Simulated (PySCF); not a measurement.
# Magnetisability: `FC(F)[Si@@H]1C[SiH2][C@H](F)C1`, C$_{4}$H$_{9}$F$_{3}$Si$_{2}$

Geometry:
```csv
atom,x (Å),y (Å),z (Å)
F1,3.176,-0.082,-0.595
C2,2.139,0.776,-0.364
F3,2.696,1.889,0.192
Si4,0.864,-0.019,0.862
C5,0.195,-1.627,0.084
Si6,-1.539,-1.225,-0.613
C7,-1.533,0.687,-0.366
F8,-0.894,1.231,-1.487
C9,-0.715,1.053,0.869
H10,1.745,1.070,-1.346
H11,1.526,-0.119,2.163
H12,0.133,-2.418,0.826
H13,0.858,-1.997,-0.696
H14,-2.609,-1.799,0.210
H15,-1.702,-1.529,-2.032
H16,-2.517,1.165,-0.349
H17,-1.314,0.827,1.750
H18,-0.517,2.125,0.879
```

The calculation used PySCF 2.14.0, GIAO PBE0/pcSseg-1 magnetisability, rotational g tensor and spin-rotation constants, non-relativistic, gas phase. Geometry: GFN2-xTB.

Task: What are the magnetisability and the molar susceptibility?

Result: Isotropic -1566 × 10⁻³⁰ J/T², or -94.3 × 10⁻⁶ cm³/mol; principal values -1666, -1526, -1505 × 10⁻³⁰ J/T², anisotropy 151 × 10⁻³⁰ J/T² (root of half the summed squared differences of the principal values). The susceptibility is in cgs units.

Task: Split it along the inertial axes a, b, c into diamagnetic and paramagnetic parts about the centre of mass, with the quadrupole moment.

Result: 
| axis | χ (10⁻⁶ cm³/mol) | diamagnetic (10⁻⁶ cm³/mol) | paramagnetic (10⁻⁶ cm³/mol) | summed x² of all electrons (Å²) | quadrupole Θ (D Å) |
| --- | --- | --- | --- | --- | --- |
| a | -93.7 | -783.6 | 689.9 | 300.8 | -6.10 |
| b | -92.0 | -1577.2 | 1485.2 | 113.7 | +2.48 |
| c | -97.1 | -1758.5 | 1661.4 | 71.0 | +3.62 |

Anisotropies 2χaa − χbb − χcc = +1.6 and 2χbb − χaa − χcc = +6.9 × 10⁻⁶ cm³/mol. Θ is traceless in Buckingham's convention.

Task: And the rotational g tensor?

Result: 
```
axis  rotational constant (GHz)        g  nuclear part  electronic part
   a                     1.7993  -0.0213        0.5618          -0.5832
   b                     0.7739  -0.0117        0.5283          -0.5400
   c                     0.6866  -0.0089        0.5270          -0.5359
```
Asymmetric top; isotopes 12C, 19F, 1H, 28Si; no vibrational averaging.
